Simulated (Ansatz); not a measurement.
Geometry optimisation of C3H8Si (`CC1C[SiH2]1`).

```yaml
crystal:
  periodic: [false, false, false]
  atoms:
    - {symbol: C, position_ang: [-0.846677, 1.111347, -0.683349]}
    - {symbol: C, position_ang: [-0.432079, 0.107003, 0.376829]}
    - {symbol: C, position_ang: [1.062616, 0.002662, 0.753373]}
    - {symbol: Si, position_ang: [0.369913, -1.545239, -0.057355]}
    - {symbol: H, position_ang: [-0.188426, 1.062762, -1.576034]}
    - {symbol: H, position_ang: [-0.789902, 2.151672, -0.292717]}
    - {symbol: H, position_ang: [-1.884641, 0.935784, -1.031615]}
    - {symbol: H, position_ang: [-1.110887, 0.075521, 1.250097]}
    - {symbol: H, position_ang: [1.757655, 0.632270, 0.168833]}
    - {symbol: H, position_ang: [1.315786, -0.021795, 1.827463]}
    - {symbol: H, position_ang: [0.720567, -1.815000, -1.485266]}
    - {symbol: H, position_ang: [0.102974, -2.752186, 0.783740]}
basis:
  gaussian: {orbitals: def2-TZVP}
hamiltonian: {xc: pbe0, dispersion: d4}
relax: {f_tol: 0.005, max_steps: 150}
```

```sh
$ ansatz run in.yaml --threads 4 --pin off --events-out ev --progress --plain
```

Output, abridged:

```
Functional definition: PBE0
mean field -11112.04877878 eV, -408.3602606031 hartree, gradient 1.3e-5 eV, S^2 0.000000; 0 other end points of the search recorded, 0 dependent functions left out
relax step   1: F+E_penalty+E_count = -11112.23954994 eV  Δ(F+E_penalty+E_count) = +0.000e0 eV  max|allowed force component| = 5.867e-1 eV/Å  Δτ_max = 0.0000 Å  (28 SCF iters, accepted)
mean field -11112.09583771 eV, -408.3619899866 hartree, gradient 1.1e-5 eV, S^2 0.000000; 0 other end points of the search recorded, 0 dependent functions left out
relax step   2: F+E_penalty+E_count = -11112.28738844 eV  Δ(F+E_penalty+E_count) = -4.784e-2 eV  max|allowed force component| = 3.911e-1 eV/Å  Δτ_max = 0.0288 Å  (31 SCF iters, accepted)
mean field -11112.10248177 eV, -408.3622341514 hartree, gradient 1.0e-5 eV, S^2 0.000000; 0 other end points of the search recorded, 0 dependent functions left out
relax step   3: F+E_penalty+E_count = -11112.29451564 eV  Δ(F+E_penalty+E_count) = -7.127e-3 eV  max|allowed force component| = 4.946e-2 eV/Å  Δτ_max = 0.0159 Å  (32 SCF iters, accepted)
mean field -11112.10273439 eV, -408.3622434350 hartree, gradient 1.0e-5 eV, S^2 0.000000; 0 other end points of the search recorded, 0 dependent functions left out
relax step   4: F+E_penalty+E_count = -11112.29476164 eV  Δ(F+E_penalty+E_count) = -2.460e-4 eV  max|allowed force component| = 2.925e-2 eV/Å  Δτ_max = 0.0057 Å  (31 SCF iters, accepted)
mean field -11112.10280417 eV, -408.3622459993 hartree, gradient 1.0e-5 eV, S^2 0.000000; 0 other end points of the search recorded, 0 dependent functions left out
relax step   5: F+E_penalty+E_count = -11112.29481318 eV  Δ(F+E_penalty+E_count) = -5.153e-5 eV  max|allowed force component| = 5.273e-3 eV/Å  Δτ_max = 0.0015 Å  (32 SCF iters, accepted)
mean field -11112.10281189 eV, -408.3622462831 hartree, gradient 1.0e-5 eV, S^2 0.000000; 0 other end points of the search recorded, 0 dependent functions left out
relax step   6: F+E_penalty+E_count = -11112.29481481 eV  Δ(F+E_penalty+E_count) = -1.635e-6 eV  max|allowed force component| = 3.078e-3 eV/Å  Δτ_max = 0.0009 Å  (32 SCF iters, accepted)
mean field -11112.10281189 eV, -408.3622462831 hartree, gradient 1.0e-5 eV, S^2 0.000000; 1 other end points of the search recorded, 0 dependent functions left out
Total energy: -11112.29484845 eV, -408.3693034966 hartree
Atom 0 at    -0.836488     1.103128    -0.675372 Å, force    -0.001472     0.000679     0.000067 eV/Å
Atom 1 at    -0.437168     0.093154     0.369981 Å, force     0.001421     0.000397    -0.003078 eV/Å
Atom 2 at     1.056136    -0.002202     0.742749 Å, force    -0.001389    -0.001241     0.002625 eV/Å
Atom 3 at     0.366554    -1.523759    -0.051439 Å, force     0.001161    -0.001617     0.000702 eV/Å
Atom 4 at    -0.178080     1.054872    -1.547473 Å, force     0.000207    -0.000339    -0.000055 eV/Å
Atom 5 at    -0.779993     2.123875    -0.281182 Å, force    -0.000116    -0.000079     0.000251 eV/Å
Atom 6 at    -1.856647     0.932376    -1.026804 Å, force     0.000319     0.000446    -0.000124 eV/Å
Atom 7 at    -1.097183     0.072038     1.234815 Å, force     0.000101     0.000418     0.000578 eV/Å
Atom 8 at     1.724356     0.625764     0.159889 Å, force    -0.000442     0.000367    -0.000355 eV/Å
Atom 9 at     1.301079    -0.007527     1.799962 Å, force     0.000735     0.000168    -0.000580 eV/Å
Atom 10 at     0.708448    -1.802898    -1.463136 Å, force    -0.000718     0.000632     0.000046 eV/Å
Atom 11 at     0.105886    -2.724020     0.772008 Å, force     0.000193     0.000167    -0.000077 eV/Å
Dipole moment:    -0.031260     0.036717     0.016685 e Å
```

It took 28 s on 4 threads of a server CPU on a shared host, with 0.41 GiB of host memory at the peak.
